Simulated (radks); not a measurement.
Excited configurations of neutral selenium: one electron is placed in a higher orbital outside [Ar] 3d10 4s2 4p3. The ground configuration is [Ar] 3d10 4s2 4p4. Method: Dirac Kohn-Sham, BLYP, spin-unpolarised, spherical densities, finite nucleus; open shells are shared between the two j in proportion to 2j + 1; Fermi nuclear charge, rms radius 4.14 fm; computed with a radial shooting solver on a logarithmic mesh with Libxc functionals. Excitation = E - E(ground); binding = E(ion) - E, where the ion is the core of charge +1; n* = 1/sqrt(2 binding) in atomic units, and the quantum defect is n - n*. Eigenvalue and <r> are those of j = l + 1/2.

outer orbital  excitation (eV)  binding (eV)     n*  quantum defect  eigenvalue (eV)  <r> (bohr)
4d                       8.880         1.829  2.728           1.272           -0.513       8.059
5p                       8.384         2.325  2.419           2.581           -1.099       8.030
5d                       9.512         1.197  3.371           1.629           -0.566       14.81
6s                       8.972         1.737  2.799           3.201           -0.980       12.28

The Delta-SCF ionisation energy is 10.709 eV (NIST Atomic Spectra Database: 9.752 eV, measured). Self-interaction in the functional shifts the binding energies and quantum defects, so they are the method's values and not measured ones. Spin polarisation and multiplet splitting are left out, so open shells lie too high by an amount that depends on their filling. Sharing an open shell by 2j + 1 raises it above the true ground level by a part of the spin-orbit splitting, which enters the differences from NIST.

Beside tabulated values, note that spin-unpolarised runs miss the spin-polarisation part of the exchange energy of open shells.
